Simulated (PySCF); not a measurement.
H₂Si₂, SMILES [Si]=[SiH2] (connectivity only; charge and spin as stated), neutral, multiplicity 1.

Geometry: r2SCAN-D4/def2-TZVP. The isomer is the one that the SMILES or the coordinates give; other isomers of the formula were not compared.

Two levels are set side by side: TDA-PBE/def2-TZVPD (PySCF) and ADC(2)/aug-cc-pVDZ (PySCF). Vertical, same geometry; the bases differ. Differences are taken from unrounded values.

| quantity | ADC(2) |
|---|---|
| lowest singlet excitation (eV) | 0.92 |

What does TDA-PBE give, and how far is it from ADC(2)? (An estimate is asked for; the answer gives what the named calculation found.)


| quantity | TDA-PBE | TDA-PBE minus ADC(2) |
|---|---|---|
| lowest singlet excitation (eV) | 0.84 | -0.08 |

Functionals without exact exchange tend to place singlet excitations lower, as here. Differences between two approximate levels are no errors against the true value.

Rough cost on one machine, each run with all the roots and properties that it gave: ADC(2) against TDA-PBE about 3 times.
